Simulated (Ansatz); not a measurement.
Basis-set extrapolation for CH$_{3}$BO$_{2}$S (`OB1OC1S`) (PBE0-D4/def2-TZVP geometry, frozen core, Ansatz). Multiplicity 1, RHF reference.

```tsv
	def2-TZVPP	def2-QZVPP
HF	-611.700177	-611.721574
MP2 correlation	-0.903179	-0.973651
CCSD(T) correlation	-0.968470	not run
```

Energies in hartree. Use E(X) = E(∞) + A·exp(−7.88·√X) for Hartree–Fock and E(X) = E(∞) + B·X^(−2.97) for correlation, with X = 3 and 4, and add CCSD(T) minus MP2 of the smaller set to the MP2 limit.

**Question.** What is the CCSD(T) energy at the basis-set limit?

**Answer.** HF limit: -611.721574 + (-0.021397) × 0.13774 = -611.72452. MP2 limit: -0.973651 + (-0.070472) × 0.74074 = -1.02585. Higher-order term: -0.968470 − (-0.903179) = -0.06529. Total: -612.81566 hartree, 386.0 kJ/mol below CCSD(T)/def2-TZVPP.
